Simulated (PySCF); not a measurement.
PySCF input file for C2H5FO2Si, SMILES [Si@@H](CC=O)(O)F, TDA-PBE/def2-SVPD. Coordinates come from a B3LYP-D3(BJ)/def2-SVP optimisation. The structure was generated by enumeration; whether it is a known compound was not checked. Other conformers were not sampled.

```python
import numpy as np
from pyscf import gto, scf, dft, tdscf

mol = gto.M(
    atom='''
    O     1.35128549   -0.92247424   -1.35219247
    C     1.75580984   -0.31240608   -0.38405385
    C     0.99859105   -0.21534472    0.91185884
    Si   -0.82229056    0.20206755    0.58827436
    O    -1.36885192   -0.81709287   -0.57752593
    F    -0.86243868    1.75292645    0.09578966
    H     2.73523740    0.22432110   -0.43614867
    H     1.48563779    0.47404034    1.61751086
    H     0.98794507   -1.22096435    1.37257684
    H    -1.66892475    0.10215083    1.79345218
    H    -0.65175337   -1.10178996   -1.17442213
    ''',
    basis='def2-SVPD',
    charge=0,
    spin=0,
    max_memory=1600,
    verbose=4,
)
mf = dft.RKS(mol, xc='pbe').density_fit(auxbasis='def2-universal-jkfit')
mf.grids.level = 3
mf.conv_tol = 1e-9
mf.max_cycle = 100
mf.kernel()
mf.grids = dft.Grids(mol).set(level=1).build(with_non0tab=True)  # coarser grid for the response kernel
td = tdscf.TDA(mf)
td.singlet = True
td.nstates = 10
td.conv_tol = 1e-4
td.positive_eig_threshold = 1e-6
td.kernel(x0=td.get_init_guess(mf, 15))
td.analyze()
tt = tdscf.TDA(mf)
tt.singlet = False
tt.nstates = 4
tt.conv_tol = 1e-4
tt.positive_eig_threshold = 1e-6
tt.kernel(x0=tt.get_init_guess(mf, 9))
tt.analyze(verbose=3)
```

Output:

```
PySCF version 2.14.0

[INPUT] verbose = 4
[INPUT] num. atoms = 11
[INPUT] num. electrons = 56
[INPUT] charge = 0
[INPUT] spin (= nelec alpha-beta = 2S) = 0
[INPUT] symmetry False subgroup None
[INPUT] Mole.unit = angstrom
[INPUT] Symbol           X                Y                Z      unit          X                Y                Z       unit  Magmom
[INPUT]  1 O      1.351285490000  -0.922474240000  -1.352192470000 AA    2.553559492199  -1.743223670566  -2.555273435999 Bohr   0.0
[INPUT]  2 C      1.755809840000  -0.312406080000  -0.384053850000 AA    3.317999724416  -0.590361930849  -0.725756593585 Bohr   0.0
[INPUT]  3 C      0.998591050000  -0.215344720000   0.911858840000 AA    1.887063594942  -0.406942543171   1.723163471864 Bohr   0.0
[INPUT]  4 Si    -0.822290560000   0.202067550000   0.588274360000 AA   -1.553903953215   0.381852328162   1.111677426504 Bohr   0.0
[INPUT]  5 O     -1.368851920000  -0.817092870000  -0.577525930000 AA   -2.586755233885  -1.544081742635  -1.091365837535 Bohr   0.0
[INPUT]  6 F     -0.862438680000   1.752926450000   0.095789660000 AA   -1.629772904431   3.312550907006   0.181016222965 Bohr   0.0
[INPUT]  7 H      2.735237400000   0.224321100000  -0.436148670000 AA    5.168849571667   0.423905442961  -0.824201535893 Bohr   0.0
[INPUT]  8 H      1.485637790000   0.474040340000   1.617510860000 AA    2.807448543404   0.895806414596   3.056652528910 Bohr   0.0
[INPUT]  9 H      0.987945070000  -1.220964350000   1.372576840000 AA    1.866945608414  -2.307288229358   2.593794312521 Bohr   0.0
[INPUT] 10 H     -1.668924750000   0.102150830000   1.793452180000 AA   -3.153810700008   0.193037092097   3.389133437704 Bohr   0.0
[INPUT] 11 H     -0.651753370000  -1.101789960000  -1.174422130000 AA   -1.231635370062  -2.082081271195  -2.219336180328 Bohr   0.0

nuclear repulsion = 311.37655775576
number of shells = 73
number of NR pGTOs = 251
number of NR cGTOs = 173
basis = def2-SVPD
ecp = {}


******** <class 'pyscf.df.df_jk.DFRKS'> ********
method = DFRKS
initial guess = minao
damping factor = 0
level_shift factor = 0
DIIS = <class 'pyscf.scf.diis.CDIIS'>
diis_start_cycle = 1
diis_space = 8
diis_damp = 0
SCF conv_tol = 1e-09
SCF conv_tol_grad = None
SCF max_cycles = 100
direct_scf = False
XC library pyscf.dft.libxc version 7.1.2
    S. Lehtola, C. Steigemann, M. J. T. Oliveira, and M. A. L. Marques,  SoftwareX 7, 1–5 (2018)
XC functionals = pbe
    J. P. Perdew, K. Burke, and M. Ernzerhof,  Phys. Rev. Lett. 77, 3865 (1996)
    J. P. Perdew, K. Burke, and M. Ernzerhof,  Phys. Rev. Lett. 78, 1396 (1997)
    J. P. Perdew, K. Burke, and M. Ernzerhof,  Phys. Rev. Lett. 77, 3865 (1996)
    J. P. Perdew, K. Burke, and M. Ernzerhof,  Phys. Rev. Lett. 78, 1396 (1997)
radial grids:
    Treutler-Ahlrichs [JCP 102, 346 (1995); DOI:10.1063/1.469408] (M4) radial grids

becke partition: Becke, JCP 88, 2547 (1988); DOI:10.1063/1.454033
pruning grids: <function nwchem_prune>
grids dens level: 3
symmetrized grids: False
atomic radii adjust function: <function treutler_atomic_radii_adjust>
small_rho_cutoff = 0
Set gradient conv threshold to 3.16228e-05
Initial guess from minao.
tot grids = 138888
init E= -618.724286454835
  HOMO = -0.32291596253736  LUMO = -0.128570456789134  gap/eV = 5.28841
cycle= 1 E= -618.03618515348  delta_E= 0.688  |g|= 1.16  |ddm|=  4.3
  HOMO = -0.0896336610696351  LUMO = -0.0234491265280963  gap/eV = 1.80097
cycle= 2 E= -616.44726112339  delta_E= 1.59  |g|= 2.96  |ddm|= 4.12
  HOMO = -0.247420098073808  LUMO = -0.0930206454507401  gap/eV = 4.20142
cycle= 3 E= -618.249275534209  delta_E= -1.8  |g|= 0.443  |ddm|= 3.53
  HOMO = -0.237058652432732  LUMO = -0.0984909889010459  gap/eV = 3.77062
cycle= 4 E= -618.286165941279  delta_E= -0.0369  |g|= 0.225  |ddm|= 0.606
  HOMO = -0.247730914260477  LUMO = -0.104350831004494  gap/eV = 3.90157
cycle= 5 E= -618.29431211078  delta_E= -0.00815  |g|= 0.0859  |ddm|= 0.24
  HOMO = -0.242017290515585  LUMO = -0.100592822304581  gap/eV = 3.84836
cycle= 6 E= -618.295835844288  delta_E= -0.00152  |g|= 0.0222  |ddm|= 0.0903
  HOMO = -0.242527658395644  LUMO = -0.100463707987103  gap/eV = 3.86576
cycle= 7 E= -618.29593818794  delta_E= -0.000102  |g|= 0.0071  |ddm|= 0.0282
  HOMO = -0.242809151276068  LUMO = -0.100614024455993  gap/eV = 3.86933
cycle= 8 E= -618.295946782165  delta_E= -8.59e-06  |g|= 0.00251  |ddm|= 0.00748
  HOMO = -0.242819236565108  LUMO = -0.100608981502726  gap/eV = 3.86974
cycle= 9 E= -618.295948035654  delta_E= -1.25e-06  |g|= 0.000415  |ddm|= 0.00286
  HOMO = -0.242817435744236  LUMO = -0.100583631610509  gap/eV = 3.87038
cycle= 10 E= -618.295948063781  delta_E= -2.81e-08  |g|= 0.000197  |ddm|= 0.000748
  HOMO = -0.242846378546148  LUMO = -0.100614965834827  gap/eV = 3.87031
cycle= 11 E= -618.295948073908  delta_E= -1.01e-08  |g|= 6.54e-05  |ddm|= 0.000378
  HOMO = -0.242836714564826  LUMO = -0.100605258188707  gap/eV = 3.87032
cycle= 12 E= -618.295948074947  delta_E= -1.04e-09  |g|= 1.1e-05  |ddm|= 9.57e-05
  HOMO = -0.242837301600223  LUMO = -0.100605956119505  gap/eV = 3.87031
cycle= 13 E= -618.295948074943  delta_E= 3.98e-12  |g|= 1.27e-05  |ddm|= 2.96e-05
  HOMO = -0.242836015773267  LUMO = -0.100605482506384  gap/eV = 3.87029
Extra cycle  E= -618.295948074811  delta_E= 1.32e-10  |g|= 2.84e-05  |ddm|= 3.92e-05
converged SCF energy = -618.295948074811
tot grids = 44792
Overwritten attributes  positive_eig_threshold  of <class 'pyscf.tdscf.rks.TDA'>


******** <class 'pyscf.tdscf.rks.TDA'> for <class 'pyscf.df.df_jk.DFRKS'> ********
nstates = 10 singlet
deg_eia_thresh = 1.000e-03
wfnsym = None
conv_tol = 0.0001
eigh lindep = 1e-12
eigh level_shift = 0
eigh max_cycle = 100


Excitation energies (eV)
[4.12221241 5.28726059 5.72476025 6.29704053 6.33830355 6.6457604
 6.81308357 7.21229467 7.24047985 7.67916868]

** Singlet excitation energies and oscillator strengths **
Excited State   1:      4.12221 eV    300.77 nm  f=0.0042
      28 -> 29        0.70603
Excited State   2:      5.28726 eV    234.50 nm  f=0.0003
      26 -> 29        0.25762
      27 -> 29       -0.65731
Excited State   3:      5.72476 eV    216.58 nm  f=0.0612
      24 -> 29       -0.12891
      26 -> 29       -0.63819
      27 -> 29       -0.24064
Excited State   4:      6.29704 eV    196.89 nm  f=0.0055
      25 -> 29        0.69407
Excited State   5:      6.33830 eV    195.61 nm  f=0.0021
      28 -> 30        0.69889
Excited State   6:      6.64576 eV    186.56 nm  f=0.0138
      28 -> 31        0.69590
Excited State   7:      6.81308 eV    181.98 nm  f=0.0056
      24 -> 29       -0.10747
      28 -> 32        0.68851
Excited State   8:      7.21229 eV    171.91 nm  f=0.0163
      23 -> 29       -0.42740
      24 -> 29       -0.51638
      28 -> 33       -0.14663
Excited State   9:      7.24048 eV    171.24 nm  f=0.1008
      24 -> 29       -0.10561
      28 -> 33        0.68316
Excited State  10:      7.67917 eV    161.46 nm  f=0.0239
      28 -> 34       -0.69361

** Transition electric dipole moments (AU) **
state          X           Y           Z        Dip. S.      Osc.
  1        -0.1694      0.0092      0.1129      0.0415      0.0042
  2         0.0465     -0.0059     -0.0155      0.0024      0.0003
  3         0.5476     -0.1145     -0.3511      0.4362      0.0612
  4         0.0944     -0.0209     -0.1620      0.0356      0.0055
  5        -0.1078     -0.0434     -0.0130      0.0137      0.0021
  6        -0.0385     -0.1246     -0.2608      0.0850      0.0138
  7         0.1542     -0.0006     -0.1002      0.0338      0.0056
  8         0.0573      0.1492      0.2578      0.0920      0.0163
  9        -0.6948     -0.2776      0.0905      0.5680      0.1008
 10         0.2918      0.0389     -0.2012      0.1271      0.0239

** Transition velocity dipole moments (imaginary part, AU) **
state          X           Y           Z        Dip. S.      Osc.
  1        -0.0053     -0.0097     -0.0015      0.0001      0.0005
  2         0.0066      0.0061      0.0101      0.0002      0.0006
  3         0.0433     -0.0054     -0.0017      0.0019      0.0061
  4         0.0165      0.0042     -0.0090      0.0004      0.0011
  5        -0.0095     -0.0028     -0.0079      0.0002      0.0005
  6        -0.0181     -0.0171     -0.0391      0.0022      0.0059
  7         0.0169     -0.0070     -0.0210      0.0008      0.0021
  8         0.0067      0.0161     -0.0014      0.0003      0.0008
  9        -0.1456     -0.0492      0.0118      0.0238      0.0595
 10         0.0583      0.0006     -0.0508      0.0060      0.0141

** Transition magnetic dipole moments (imaginary part, AU) **
state          X           Y           Z
  1         0.3552      0.6597      0.9036
  2         0.0222     -0.0170      0.1546
  3         0.1160     -0.2574      0.0129
  4        -0.0804     -0.2993     -0.0128
  5        -0.1439      0.7127     -0.2365
  6         0.0246     -0.9377      0.4241
  7        -0.1537     -0.1212     -0.4725
  8         0.1901      0.4767     -0.0291
  9         0.1131      0.0812      0.4603
 10         0.0127     -0.1735      0.0007


******** <class 'pyscf.tdscf.rks.TDA'> for <class 'pyscf.df.df_jk.DFRKS'> ********
nstates = 4 triplet
deg_eia_thresh = 1.000e-03
wfnsym = None
conv_tol = 0.0001
eigh lindep = 1e-12
eigh level_shift = 0
eigh max_cycle = 100


Excitation energies (eV)
[3.52715068 5.11280012 5.33200539 6.02738835]

** Triplet excitation energies and oscillator strengths **
Excited State   1:      3.52715 eV    351.51 nm  f=0.0000
Excited State   2:      5.11280 eV    242.50 nm  f=0.0000
Excited State   3:      5.33201 eV    232.53 nm  f=0.0000
Excited State   4:      6.02739 eV    205.70 nm  f=0.0000
```

Self-consistency was reached.

Cost: very roughly 80 core-seconds.
